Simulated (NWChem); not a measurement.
A series in which one site is exchanged, each optimised at PBE0/def2-SVP with NWChem, gas phase unless a solvent is named. Low-valent species are run as closed-shell singlets; no triplet was tried in these runs. This build's default masses of Se (78.918 u) and Br (79.917 u) are each other's, which moves their modes by up to 0.6 %. For some, no frequency run checked for a minimum. def2 effective core potentials on I; no spin-orbit coupling.

A: [SiH]Cl (SiHCl; site = H)
B: Cl[Si]I (SiICl; site = I)
C: Cl[Si]Br (SiBrCl; site = Br)
D: [Si](Cl)Cl (SiCl2; site = Cl)

| quantity | A | B | C | D |
|---|---|---|---|---|
| orbital gap (eV), PBE0/def2-SVP | 3.98 | 4.23 | [?] | 4.85 |
| vertical ionisation energy, ΔSCF, PBE/def2-SVP (eV) | 9.18 | 9.20 | [?] | 9.77 |
| vertical ionisation energy, ΔSCF, PBE0/def2-SVP (eV) | 9.35 | 9.42 | [?] | 9.98 |
| static polarisability, PBE0/def2-SVPD (bohr³) | 46.0 | 82.5 | [?] | 57.7 |
| lowest singlet excitation, PBE0/def2-SVPD, TDA (eV) | 2.77 | 3.20 | [?] | 4.01 |

Question: Fill in the missing entries.

Answer: 
- orbital gap (eV), PBE0/def2-SVP, C: 4.62
- vertical ionisation energy, ΔSCF, PBE/def2-SVP (eV), C: 9.56
- vertical ionisation energy, ΔSCF, PBE0/def2-SVP (eV), C: 9.79
- static polarisability, PBE0/def2-SVPD (bohr³), C: 66.5
- lowest singlet excitation, PBE0/def2-SVPD, TDA (eV), C: 3.70
